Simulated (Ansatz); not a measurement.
Pb3S8 (the lowest singlet isomer of a short search) was relaxed with PBE-D4 (def2-SVP) in Ansatz in these states: charge -1 doublet, neutral quintet, neutral singlet, neutral triplet. The geometries follow in no particular order.

In the def2 sets Pb takes a core potential; there is no spin–orbit coupling.

A:

```xyz
11

Pb    0.599    0.825   -1.331
Pb    1.005   -1.208    1.917
Pb   -1.717   -2.460   -0.297
S    -1.681   -1.151    1.958
S     3.449    0.926    0.733
S    -1.661    1.633    0.501
S    -3.201    1.042   -0.701
S     1.414    1.468    1.322
S     0.886   -1.850   -0.731
S    -2.533   -0.406   -2.039
S     3.441    1.182   -1.332
```

B:

```xyz
11

Pb    1.436   -0.866    0.593
Pb   -2.352   -0.740    0.024
Pb   -0.215    0.889   -2.837
S    -1.425    2.110   -0.670
S    -1.217   -2.554    2.094
S     0.221    2.134    0.691
S     1.781    2.896   -0.480
S    -0.838   -0.378    2.269
S    -0.254   -1.441   -1.496
S     2.263    1.316   -1.753
S     0.600   -3.368    1.566
```

C:

```xyz
11

Pb   -1.0873    1.0977   -0.5124
Pb    1.9388   -1.0785   -1.0678
Pb   -0.4694   -2.4188    1.6474
S     1.8326   -0.8425    1.8248
S     0.2858    0.9130   -3.9529
S     0.9176    1.1005    1.9233
S    -0.5358    0.8238    3.3986
S     1.4773    1.4802   -1.3355
S    -0.7473   -1.6003   -0.8873
S    -1.9976   -0.2887    2.4067
S    -1.6148    0.8135   -3.4450
```

D:

```
atom    x (Å)    y (Å)    z (Å)
 Pb1  -0.0729  -1.2736   1.2260
 Pb2   0.3564   2.3510  -0.0212
 Pb3  -2.0980   0.2082  -1.9594
  S4   0.4050   0.9287  -2.3733
  S5   0.9981   2.1613   3.1957
  S6   1.6797  -0.9890  -0.8899
  S7   0.2895  -2.7300  -2.5327
  S8   2.0989   0.3566   0.8199
  S9  -1.7797   0.7688   0.6628
 S10  -1.5792  -2.5782  -1.8596
 S11  -0.2979   0.7962   3.7317
```

Task: Judge from the bond lengths which geometry belongs to which state (an estimate).

Result: A is the charge -1 doublet (S4–S6 3.142 Å, S5–S8 2.187 Å, Pb2–S5 3.453 Å); B is the neutral singlet (S4–S6 2.135 Å, S5–S8 2.216 Å, Pb2–S5 2.978 Å); C is the neutral triplet (S4–S6 2.150 Å, S5–S8 2.931 Å, Pb2–S5 3.876 Å); D is the neutral quintet (S4–S6 2.739 Å, S5–S8 3.180 Å, Pb2–S5 3.286 Å).

At PBE0-D4/def2-SVP a singlet lies 0.71 eV below the neutral triplet. At PBE0-D4/def2-SVP a singlet lies 2.29 eV below the neutral quintet. These are the stationary points nearest to one start from a short search; other shapes may lie lower in each state.
